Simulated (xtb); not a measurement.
Harmonic IR lines of one isomer of C5H10, unscaled. These are GFN2-xTB (xtb 6.7.1) values and carry that method's errors.

wavenumber (cm⁻¹): 821 (w), 988 (w), 1008 (w), 1133 (w), 1274 (w), 1489 (vw), 2946 (m), 2982 (m), 2993 (m), 3009 (m), 3030 (s), 3036 (m), 3055 (vs)

### Question
Which structure gives these lines?
A) `C/C=C/CC`
B) `C[C@@H]1C[C@H]1C`
C) `C=CC(C)C`
D) `CC=C(C)C`

### Answer
A, `C/C=C/CC`
